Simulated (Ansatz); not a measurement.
`c1ccc(-c2ccc(-c3ccc(-c4ccc(-c5ccc(-c6ccc(-c7ccccc7)cc6)cc5)cc4)cc3)cc2)cc1`. Total charge 0; singlet. Geometry PBE-D4/def2-SVP, basis def2-SVP, Ansatz.

```
run  HOMO (eV)  LUMO (eV)
  A      -5.26      -2.40
  B      -7.25       1.49
  C      -5.09      -2.42
  D      -5.64      -1.80
  E      -5.90      -1.75
```

B3LYP takes the VWN-RPA correlation. Single mean-field runs in def2-SVP are fitted with def2-universal-jkfit.

Problem. The runs used B3LYP, HF, PBE, PBE0, r2SCAN. Estimate which is which.

Solution. A r2SCAN (0 % exact exchange); B HF (100 % exact exchange); C PBE (0 % exact exchange); D B3LYP (20 % exact exchange); E PBE0 (25 % exact exchange). Exact exchange lowers occupied and raises empty levels; among semilocal functionals meta-GGAs tend to open the gap a little, and such runs are hard to tell apart. The gap grows from 2.67 eV (PBE) to 8.74 eV (HF).
